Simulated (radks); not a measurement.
Valence configurations of the titanium ion Ti+ (all share [Ar]). Method: non-relativistic Kohn-Sham, BLYP, spin-unpolarised, spherical densities, point nucleus; computed with a radial shooting solver on a logarithmic mesh with Libxc functionals. Energies are relative to 3d2 4s1; eigenvalues in eV.

valence          E (eV)    e(3d)   e(4p)    e(4s)
3d2.5 4s0.5      -0.270   -9.621       -   -9.642
3d3              -0.022   -8.117       -        -
3d2 4s1           0.000  -11.449       -  -10.305
3d2 4s0.5 4p0.5   1.862  -11.997  -6.896  -10.646
3d1 4s2           2.606  -16.002       -  -11.771
3d2 4p1           3.750  -12.532  -7.169        -
3d1 4s1 4p1       6.800  -17.083  -8.143  -12.388
3d1 4p2          11.095  -18.111  -8.618        -
4s2 4p1          13.426        -  -9.183  -13.893
4s1 4p2          18.180        -  -9.628  -14.425

NIST lists [Ar] 3d2 4s1 as the ground configuration; this level of theory puts 3d2.5 4s0.5 lower, by 0.270 eV. The energies are those of spherical spin-averaged densities, not of single terms.
